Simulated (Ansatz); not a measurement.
Start from `[CH3][InH][CH2][SiH3]` and change one atom or group to get `[CH3][InH][CH3]`.

Ansatz, PBE0-D4/def2-TZVP geometries, multiplicity 1. Each molecule was computed in one conformer, which needn't be the lowest.

Elements past krypton have def2 core potentials.

| property | `[CH3][InH][CH2][SiH3]` |
| --- | --- |
| HOMO energy (B3LYP/def2-TZVPP) / eV | -7.06 |
| HOMO–LUMO gap (PBE0/def2-TZVPP) / eV | 5.88 |
| LUMO energy (B3LYP/def2-TZVPP) / eV | -1.69 |
| HOMO energy (PBE0/def2-TZVPP) / eV | -7.29 |
| LUMO energy (ωB97M-V/def2-TZVPP) / eV | 0.01 |
| LUMO energy (PBE0/def2-TZVPP) / eV | -1.41 |

(1) Give the same properties after the change, and the shifts. (An estimate is asked.)

## Answers

(1) Computed: 
```csv
property,`[CH3][InH][CH3]`,shift
HOMO energy (B3LYP/def2-TZVPP) / eV,-6.97,0.09
HOMO–LUMO gap (PBE0/def2-TZVPP) / eV,5.98,0.10
LUMO energy (B3LYP/def2-TZVPP) / eV,-1.50,0.19
HOMO energy (PBE0/def2-TZVPP) / eV,-7.19,0.10
LUMO energy (ωB97M-V/def2-TZVPP) / eV,0.16,0.15
LUMO energy (PBE0/def2-TZVPP) / eV,-1.21,0.20
```

With PBE0 the HOMO rises by 0.10 eV and the LUMO rises by 0.20 eV, so the gap widens by about 0.10 eV. PBE moves the HOMO by 0.13 eV and ωB97M-V by 0.06 eV.

B3LYP here is the variant with VWN-RPA as its local correlation; programs differ in this.
